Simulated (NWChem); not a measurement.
System: Si$_{2}$H$_{3}$Cl, singlet; SMILES [SiH3][Si]Cl

The following NWChem deck was run.

```
start job
memory heap 200 mb stack 900 mb global 1100 mb
geometry units angstroms
  Si     0.821548     0.291760    -0.613133
  Cl    -0.346114     1.370633     0.767973
  Si    -0.282085    -1.810494    -0.128072
  H     -0.106553    -2.129200     1.326269
  H      0.251673    -2.954948    -0.934110
  H     -1.747564    -1.670480    -0.411030
end
basis spherical
  Si library def2-svp
  Cl library def2-svp
  H library def2-svp
end
dft
  xc becke88 lyp
  iterations 150
end
driver
  maxiter 120
end
task dft optimize
task dft freq
```

Output (shortened):

```
             Northwest Computational Chemistry Package (NWChem) 7.3.0
             --------------------------------------------------------

 C1  symmetry detected

                             Geometry "geometry" -> ""
                             -------------------------

 Output coordinates in angstroms (scale by  1.889725989 to convert to a.u.)

  No.       Tag          Charge          X              Y              Z
 ---- ---------------- ---------- -------------- -------------- --------------
    1 Si                  14.0000     1.10638754     0.21828913    -0.00004461
    2 Cl                  17.0000    -0.48546004     1.59701193    -0.00001044
    3 Si                  14.0000    -0.36617700    -1.70637072    -0.00004444
    4 H                    1.0000    -1.23754975    -1.65367015     1.21873565
    5 H                    1.0000     0.37049802    -3.01085263    -0.00263118
    6 H                    1.0000    -1.24307526    -1.65153766    -1.21468044

 Effective nuclear repulsion energy (a.u.)     169.9850017056

                                Z-matrix (autoz)
                                --------

 Units are Angstrom for bonds and degrees for angles

      Type          Name      I     J     K     L     M      Value
      ----------- --------  ----- ----- ----- ----- ----- ----------
    1 Stretch                  1     2                       2.10591
    2 Stretch                  1     3                       2.42338
    3 Stretch                  3     4                       1.49916
    4 Stretch                  3     5                       1.49812
    5 Stretch                  3     6                       1.49910
    6 Bend                     1     3     4               108.98198
    7 Bend                     1     3     5               113.12567
    8 Bend                     1     3     6               109.05010
    9 Bend                     2     1     3                93.47658
   10 Bend                     4     3     5               108.53158
   11 Bend                     4     3     6               108.50726
   12 Bend                     5     3     6               108.54742
   13 Torsion                  2     1     3     4         -59.28469
   14 Torsion                  2     1     3     5         179.89336
   15 Torsion                  2     1     3     6          59.00337

                           NWChem Geometry Optimization
                           ----------------------------

 maximum gradient threshold         (gmax) =   0.000450
 rms gradient threshold             (grms) =   0.000300
 maximum cartesian step threshold   (xmax) =   0.001800
 rms cartesian step threshold       (xrms) =   0.001200
 fixed trust radius                (trust) =   0.300000
 source of zmatrix                         =   autoz

          -------------------
          Energy Minimization
          -------------------

 Using diagonal initial Hessian
 Scaling for Hessian diagonals: bonds = 1.00  angles = 0.25  torsions = 0.10

          --------
          Step   0

                                 NWChem DFT Module
                                 -----------------

 Summary of "ao basis" -> "ao basis" (spherical)
 ------------------------------------------------------------------------------
       Tag                 Description            Shells   Functions and Types
 ---------------- ------------------------------  ------  ---------------------
 Si                         def2-svp                 8       18   4s3p1d
 Cl                         def2-svp                 8       18   4s3p1d
 H                          def2-svp                 3        5   2s1p

[...]

      ----------------------
      Optimization converged
      ----------------------

  Step       Energy      Delta E   Gmax     Grms     Xrms     Xmax
  ---- ---------------- -------- -------- -------- -------- --------
@    6   -1040.62981516 -4.6D-08  0.00006  0.00002  0.00020  0.00040
                                     ok       ok       ok       ok

                                Z-matrix (autoz)
                                --------

 Units are Angstrom for bonds and degrees for angles

      Type          Name      I     J     K     L     M      Value     Gradient
      ----------- --------  ----- ----- ----- ----- ----- ---------- ----------
    1 Stretch                  1     2                       2.13960    0.00006
    2 Stretch                  1     3                       2.46096   -0.00001
    3 Stretch                  3     4                       1.50655   -0.00004
    4 Stretch                  3     5                       1.50599   -0.00002
    5 Stretch                  3     6                       1.50652   -0.00004
    6 Bend                     1     3     4               109.92283   -0.00001
    7 Bend                     1     3     5               112.75402    0.00000
    8 Bend                     1     3     6               109.96579   -0.00001
    9 Bend                     2     1     3                94.73491    0.00000
   10 Bend                     4     3     5               108.05920    0.00000
   11 Bend                     4     3     6               107.92883    0.00001
   12 Bend                     5     3     6               108.06722    0.00000
   13 Torsion                  2     1     3     4         -59.42460    0.00000
   14 Torsion                  2     1     3     5         179.93975    0.00000
   15 Torsion                  2     1     3     6          59.26369   -0.00000

                         Geometry "geometry" -> "geometry"
                         ---------------------------------

 Output coordinates in angstroms (scale by  1.889725989 to convert to a.u.)

  No.       Tag          Charge          X              Y              Z
 ---- ---------------- ---------- -------------- -------------- --------------
    1 Si                  14.0000     1.12069111     0.23870414    -0.00078995
    2 Cl                  17.0000    -0.46748219     1.67243350     0.00071511
    3 Si                  14.0000    -0.37196866    -1.71790327    -0.00001793
    4 H                    1.0000    -1.25522117    -1.68929995     1.22012579
    5 H                    1.0000     0.37889561    -3.02334957    -0.00231196
    6 H                    1.0000    -1.26029119    -1.68771496    -1.21639650

 Effective nuclear repulsion energy (a.u.)     167.0593596791

                Final and change from initial internal coordinates
                --------------------------------------------------

                                Z-matrix (autoz)
                                --------

[...]

 Rotational Constants
 --------------------
 A=   0.318633 cm-1  (  0.458431 K)
 B=   0.084833 cm-1  (  0.122053 K)
 C=   0.068628 cm-1  (  0.098738 K)

 Temperature                      =   298.15K
 frequency scaling parameter      =   1.0000

 Zero-Point correction to Energy  =   15.584 kcal/mol  (  0.024835 au)
 Thermal correction to Energy     =   19.145 kcal/mol  (  0.030510 au)
 Thermal correction to Enthalpy   =   19.737 kcal/mol  (  0.031454 au)

 Total Entropy                    =   77.025 cal/mol-K
   - Translational                =   39.514 cal/mol-K (mol. weight =  93.9462)
   - Rotational                   =   26.255 cal/mol-K (symmetry #  =        1)
   - Vibrational                  =   11.256 cal/mol-K

 Cv (constant volume heat capacity) =   17.182 cal/mol-K
   - Translational                  =    2.979 cal/mol-K
   - Rotational                     =    2.979 cal/mol-K
   - Vibrational                    =   11.224 cal/mol-K

[normal modes left out]

 ----------------------------------------------------------------------------
 Normal Eigenvalue ||           Projected Infra Red Intensities
  Mode   [cm**-1]  || [atomic units] [(debye/angs)**2] [(KM/mol)] [arbitrary]
 ------ ---------- || -------------- ----------------- ---------- -----------
    1       -0.000 ||    0.000023           0.001         0.022       0.006
    2       -0.000 ||    0.000006           0.000         0.006       0.002
    3       -0.000 ||    0.000049           0.001         0.048       0.013
    4       -0.000 ||    0.000114           0.003         0.111       0.029
    5        0.000 ||    0.000235           0.005         0.229       0.061
    6        0.000 ||    0.000038           0.001         0.037       0.010
    7       70.883 ||    0.000379           0.009         0.369       0.098
    8      131.269 ||    0.001965           0.045         1.916       0.506
    9      348.750 ||    0.024614           0.568        23.995       6.343
   10      357.481 ||    0.021540           0.497        20.999       5.551
   11      457.191 ||    0.073674           1.700        71.821      18.986
   12      494.486 ||    0.018299           0.422        17.839       4.716
   13      829.388 ||    0.217402           5.016       211.934      56.025
   14      905.133 ||    0.046772           1.079        45.595      12.053
   15      918.390 ||    0.029597           0.683        28.853       7.627
   16     2119.580 ||    0.055842           1.288        54.438      14.391
   17     2134.982 ||    0.090996           2.099        88.707      23.450
   18     2139.034 ||    0.116940           2.698       113.999      30.136
 ----------------------------------------------------------------------------
```

Level: BLYP/def2-SVP. Low-valent species are run as closed-shell singlets; no triplet was tried in these runs.
